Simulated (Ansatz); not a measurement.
**Which method gave which barrier?**

Saddle point of Si$_{2}$H$_{5}$O$_{2}$F$_{3}$, closed shell (Si₂H₃OF₃ ([F][Si]([F])([F])[O][SiH3]) + H₂O → SiHOF₃ ([OH][Si]([F])([F])[F]) + SiH₄O ([OH][SiH3]); bonds formed: Si1–O8, O2–H7; bonds broken: Si1–O2, H7–O8), PBE0-D4/def2-TZVP structure:

Si1  (0.042, 1.164, 0.565)
O2  (0.209, -0.471, -0.146)
Si3  (-0.863, -1.705, -0.562)
F4  (-1.567, 0.963, 0.508)
F5  (0.044, 2.559, -0.217)
F6  (0.201, 1.246, 2.138)
H7  (1.279, -0.183, -0.230)
O8  (1.801, 0.935, 0.255)
H9  (-1.598, -2.116, 0.650)
H10  (0.001, -2.797, -1.066)
H11  (-1.767, -1.215, -1.622)
H12  (2.218, 1.618, -0.274)
(Å)

Computed with Ansatz 0.2.0 (basis: def2-TZVPP, with def2-QZVPP for the basis limit); correlated methods freeze the cores. B3LYP uses VWN-RPA correlation. Extrapolation: Hartree–Fock as exp(−7.88 √X), correlation as X^−2.97. Four methods, as single points on the PBE0-D4 structures, gave these electronic barriers from the start structure: 24.73, 30.82, 33.70, 43.42 kcal/mol.

Question: The methods were, in alphabetical order, B3LYP-D4, BHLYP-D4, HF, PBE-D4. Which gave which? (A judgement: the text doesn't fix the answer.)

Answer: By the calculation: PBE-D4 24.73; B3LYP-D4 30.82; BHLYP-D4 33.70; HF 43.42 kcal/mol. For comparison, CCSD(T) at an estimated basis limit (MP2 extrapolated from triple and quadruple zeta, plus CCSD(T) − MP2 in triple zeta) gives 30.10 kcal/mol.

The T1 diagnostic stays at or below 0.012.

Labels in which every atom is bracketed show which atoms are joined, not bond orders.

For scale, one of the runs: CCSD(T)/def2-TZVPP, 309 basis functions, launched by `ansatz run in.yaml --threads 4 --pin off --events-out ev --progress --plain --max-ram 46080MiB --backend cuda --devices 0, --max-vram 37GiB`. The run took 7 s on 4 CPU threads of an AMD EPYC 7R13 and a share of one NVIDIA H100 (shared host), with 0.87 GiB of host memory at its peak.
